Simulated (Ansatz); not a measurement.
Reaction (hydrogenolysis of a B–C bond): `CBB(C)F` + H₂ → `CBBF` + CH₄

Gas-phase electronic energies from Ansatz, PBE0-D4/def2-TZVP geometries. CCSD(T)/CBS adds triple-zeta CCSD(T) − MP2 to the extrapolated MP2 energy (def2 sets, frozen cores). This one scheme is used for every species. DFT in def2-TZVPP. One conformer a species, not always the lowest.

```json
{"level": "PBE0-D4", "ΔE (kcal/mol)": "-2.7"}
{"level": "HF/def2-TZVPP", "ΔE (kcal/mol)": "-8.3"}
{"level": "SCS-MP2/def2-TZVPP", "ΔE (kcal/mol)": "-4.2"}
{"level": "CCSD/CBS(def2)", "ΔE (kcal/mol)": "-4.0"}
```

(1) What does CCSD(T)/CBS give? (Best estimate.)

Largest T1 diagnostic among the species: 0.012.

Answers

(1) Ansatz gave: -3.1 kcal/mol. The listed levels differ from it by 0.4, -5.2, -1.1, -0.9 kcal/mol.

The D4 term adds +1.6 kcal/mol with B3LYP and +0.9 kcal/mol with PBE0; it sums over pairs of atoms, weighted by their polarisabilities, and B3LYP, whose exchange is more repulsive, gets the larger term. In def2-TZVPP, CCSD(T) changes the Hartree–Fock value by +4.8 kcal/mol (the triples alone add +0.9 kcal/mol) and MP2 by +5.6 kcal/mol.

B3LYP here is the variant with VWN-RPA as its local correlation; programs differ in this.
